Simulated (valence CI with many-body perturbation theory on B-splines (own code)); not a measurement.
## Forbidden lines of I XLVIII

Computed by relativistic CI+MBPT: four valence electrons over a frozen Dirac-Fock core [He], a basis of 11 s, 11 p, 10 d, 8 f, 5 g, 2 h functions for each j, with the one-electron correlation potential Σ1 (screened to all orders), the two-electron term Σ2, the three-electron term Σ3, Breit, model QED; selected single and double excitations, second order for the rest, scaled by the run's own slope (own B-spline code, finite nucleus).

No measured spectrum was set against this ion. As an estimate, large intervals hold to a few tenths of a per cent, small ones and those within an open d or f shell to about a per cent. Among the levels kept, up to 870 cm⁻¹ of a level comes from second order outside the variational space, and about a tenth of that is noise between levels of different J, which matters for small intervals.

Lines 1 to 50 of 71 in falling wavelength, among levels below 446.13 Ry, chosen from the decays that carry over 1 % of a level's rate. Wavelengths and rates use the calculated energies. Electric multipoles are in the length gauge, E1 and E2 with the static RPA response of the core. Weak lines are less certain than strong ones. Lines between different terms over intervals too small for the method are left out, as are lines whose strength nearly cancels. The highest levels of a list are the least certain.

Levels are named by their leading jj configuration (3d3/2^4 stands for four electrons in 3d with j = 3/2), which in mixed levels can hold well under half, so a name can repeat and another be missing. Letters in brackets count levels of one name in rising energy.

| λ vac (nm) | Upper | Lower | Type | A (s⁻¹) | Branch % |
| --- | --- | --- | --- | --- | --- |
| 80.30 | (2s^2 2p1/2 2p3/2) J=2 | (2s^2 2p1/2 2p3/2) J=1 | M1 | 9.97e+03 | 4.0 |
| 4.062 | (2s^2 2p1/2 2p3/2) J=1 | (2s^2 2p1/2^2) J=0 | M1 | 1.87e+08 | 100.0 |
| 3.906 | (2s^2 2p3/2^2) J=2 | (2s^2 2p1/2 2p3/2) J=2 | M1 | 1.56e+08 | 28.0 |
| 3.866 | (2s^2 2p1/2 2p3/2) J=2 | (2s^2 2p1/2^2) J=0 | E2 | 2.36e+05 | 96.0 |
| 3.725 | (2s^2 2p3/2^2) J=2 | (2s^2 2p1/2 2p3/2) J=1 | M1 | 1.60e+08 | 28.6 |
| 3.330 | (2s^2 2p3/2^2) J=0 | (2s^2 2p1/2 2p3/2) J=1 | M1 | 4.15e+08 | 56.1 |
| 0.2926 | (2s^2 2p3/2 3d5/2) J=4 | (2s 2p3/2^3) J=2 | E2 | 6.38e+08 | 2.7 |
| 0.2744 | (2s^2 2p3/2 3d5/2) J=4 | (2s 2p1/2 2p3/2^2) J=2 [b] | E2 | 4.44e+08 | 1.9 |
| 0.2725 | (2s^2 2p3/2 3p1/2) J=2 | (2s^2 2p3/2^2) J=0 | E2 | 6.39e+10 | 3.5 |
| 0.2716 | (2s^2 2p1/2 3p1/2) J=1 | (2s^2 2p1/2 2p3/2) J=2 | E2 | 1.86e+11 | 29.4 |
| 0.2715 | (2s 2p1/2^2 3p1/2) J=0 | (2s 2p1/2^2 2p3/2) J=2 | E2 | 3.55e+11 | 12.1 |
| 0.2707 | (2s^2 2p3/2 3d5/2) J=4 | (2s 2p1/2 2p3/2^2) J=3 | E2 | 1.66e+09 | 7.1 |
| 0.2707 | (2s^2 2p1/2 3p1/2) J=1 | (2s^2 2p1/2 2p3/2) J=1 | E2 | 1.82e+11 | 28.8 |
| 0.2704 | (2s 2p1/2 2p3/2 3p3/2) J=4 | (2s 2p1/2 2p3/2^2) J=2 [b] | E2 | 9.05e+09 | 2.3 |
| 0.2703 | (2s^2 2p3/2 3p1/2) J=1 | (2s^2 2p3/2^2) J=2 | E2 | 1.94e+11 | 8.8 |
| 0.2702 | (2s^2 2p3/2 3p1/2) J=2 | (2s^2 2p3/2^2) J=2 | E2 | 2.52e+11 | 13.7 |
| 0.2699 | (2s^2 2p1/2 3p1/2) J=0 | (2s^2 2p1/2 2p3/2) J=2 | E2 | 3.48e+11 | 17.4 |
| 0.2689 | (2s 2p3/2^2 3p1/2) J=0 | (2s 2p3/2^3) J=2 | E2 | 2.08e+11 | 20.0 |
| 0.2684 | (2s 2p3/2^2 3p3/2) J=4 | (2s 2p3/2^3) J=2 | E2 | 5.50e+10 | 10.9 |
| 0.2669 | (2s 2p1/2 2p3/2 3p3/2) J=4 | (2s 2p1/2 2p3/2^2) J=3 | E2 | 9.95e+10 | 25.7 |
| 0.2667 | (2s 2p1/2 2p3/2 3p3/2) J=0 [b] | (2s 2p1/2 2p3/2^2) J=2 [b] | E2 | 1.77e+11 | 5.9 |
| 0.2663 | (2s 2p1/2 2p3/2 3p3/2) J=1 [d] | (2s 2p1/2 2p3/2^2) J=2 [b] | E2 | 1.04e+11 | 1.6 |
| 0.2657 | (2s 2p1/2 2p3/2 3p3/2) J=1 [d] | (2s 2p1/2 2p3/2^2) J=1 [a] | E2 | 8.61e+10 | 1.3 |
| 0.2655 | (2s^2 2p3/2 3p3/2) J=1 | (2s^2 2p3/2^2) J=2 | E2 | 1.20e+11 | 2.1 |
| 0.2655 | (2s^2 2p1/2 3p3/2) J=2 | (2s^2 2p1/2 2p3/2) J=2 | E2 | 1.24e+11 | 12.7 |
| 0.2649 | (2s 2p1/2 2p3/2 3p3/2) J=4 | (2s 2p1/2 2p3/2^2) J=2 [a] | E2 | 6.19e+09 | 1.6 |
| 0.2646 | (2s^2 2p1/2 3p3/2) J=2 | (2s^2 2p1/2 2p3/2) J=1 | E2 | 5.57e+10 | 5.7 |
| 0.2643 | (2s 2p3/2^2 3p3/2) J=0 | (2s 2p3/2^3) J=2 | E2 | 7.98e+10 | 3.4 |
| 0.2636 | (2s^2 2p3/2 3p3/2) J=0 | (2s^2 2p3/2^2) J=2 | E2 | 2.78e+11 | 1.2 |
| 0.2625 | (2s 2p1/2 2p3/2 3d5/2) J=5 | (2s 2p1/2 2p3/2^2) J=3 | M2 | 5.04e+09 | 32.3 |
| 0.2625 | (2s 2p1/2 2p3/2 3d5/2) J=5 | (2s 2p1/2 2p3/2^2) J=3 | E3 | 2.28e+08 | 1.5 |
| 0.2613 | (2s 2p1/2 2p3/2 3p3/2) J=0 [b] | (2s 2p1/2 2p3/2^2) J=2 [a] | E2 | 5.65e+10 | 1.9 |
| 0.2609 | (2s^2 2p3/2 3d5/2) J=4 | (2s^2 2p3/2^2) J=2 | M2 | 4.77e+09 | 20.5 |
| 0.2609 | (2s^2 2p3/2 3d5/2) J=4 | (2s^2 2p3/2^2) J=2 | E3 | 3.26e+08 | 1.4 |
| 0.2528 | (2s^2 2p3/2 3d5/2) J=4 | (2s 2p1/2^2 2p3/2) J=2 | E2 | 2.65e+09 | 11.4 |
| 0.2499 | (2s 2p3/2^2 3p3/2) J=4 | (2s 2p1/2 2p3/2^2) J=3 | E2 | 9.50e+10 | 18.8 |
| 0.2495 | (2s 2p1/2 2p3/2 3p3/2) J=4 | (2s 2p1/2^2 2p3/2) J=2 | E2 | 1.96e+11 | 50.7 |
| 0.2494 | (2s 2p3/2^2 3p3/2) J=0 | (2s 2p1/2 2p3/2^2) J=2 [b] | E2 | 2.03e+11 | 8.8 |
| 0.2489 | (2s 2p1/2 2p3/2 3p3/2) J=1 [d] | (2s 2p1/2^2 2p3/2) J=1 | E2 | 1.18e+11 | 1.8 |
| 0.2489 | (2s 2p3/2^2 3p3/2) J=2 [c] | (2s 2p1/2 2p3/2^2) J=1 [b] | E2 | 7.85e+10 | 1.3 |
| 0.2487 | (2s 2p3/2^2 3p3/2) J=2 [c] | (2s 2p1/2 2p3/2^2) J=2 [b] | E2 | 6.99e+10 | 1.2 |
| 0.2486 | (2s^2 2p3/2 3p3/2) J=1 | (2s^2 2p1/2 2p3/2) J=2 | E2 | 1.48e+11 | 2.6 |
| 0.2484 | (2s^2 2p1/2 3p3/2) J=2 | (2s^2 2p1/2^2) J=0 | E2 | 1.67e+11 | 17.1 |
| 0.2482 | (2s 2p3/2^2 3p3/2) J=4 | (2s 2p1/2 2p3/2^2) J=2 [a] | E2 | 1.45e+11 | 28.6 |
| 0.2456 | (2s 2p1/2 2p3/2 3d5/2) J=5 | (2s 2p1/2^2 2p3/2) J=2 | E3 | 5.90e+08 | 3.8 |
| 0.2446 | (2s^2 2p3/2 3d5/2) J=4 | (2s^2 2p1/2 2p3/2) J=2 | M2 | 1.83e+09 | 7.8 |
| 0.2446 | (2s^2 2p3/2 3d5/2) J=4 | (2s^2 2p1/2 2p3/2) J=2 | E3 | 2.45e+08 | 1.1 |
| 0.2438 | (2s^2 2p3/2 3d5/2) J=4 | (2s^2 2p1/2 2p3/2) J=1 | E3 | 3.96e+08 | 1.7 |
| 0.2392 | (2p1/2 2p3/2^2 3d3/2) J=4 | (2s 2p1/2 2p3/2^2) J=2 [b] | E2 | 4.07e+11 | 22.4 |
| 0.2390 | (2p1/2 2p3/2^2 3d5/2) J=4 | (2s 2p1/2 2p3/2^2) J=2 [b] | E2 | 1.94e+11 | 10.3 |
